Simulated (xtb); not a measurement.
Cd(OH)(NH2) (CdH₃NO), SMILES [OH][Cd][NH2]. All values are semi-empirical tight-binding results from xtb (GFN2-xTB unless named), good for trends rather than for accurate numbers. Coordinates come from a GFN2-xTB optimisation. Other conformers were not sampled.

Optimised geometry:

```xyz
6

Cd     0.0085     0.2529    -0.0376
O      1.2361    -0.8379    -1.0774
H      1.9058    -0.3837    -1.5950
N     -1.2348    -0.5079     1.3692
H     -1.4173    -1.4532     1.0234
H     -2.1398    -0.0419     1.4130
```

For metal compounds this method's bond lengths and energies can be far off.

| Quantity | Result |
|---|---|
| orbital gap | 2.97 eV |
| zero-point energy | 21.3 kcal/mol |
| G − E(el) at 298.15 K (modified RRHO) | 2.6 kcal/mol |

Computed atomic charges and the Wiberg bond orders between heavy atoms:
charges (e) Cd1 0.42, O2 -0.59, H3 0.29, N4 -0.44, H5 0.17, H6 0.16. Bond orders Cd1–O2 0.82, Cd1–N4 0.90.
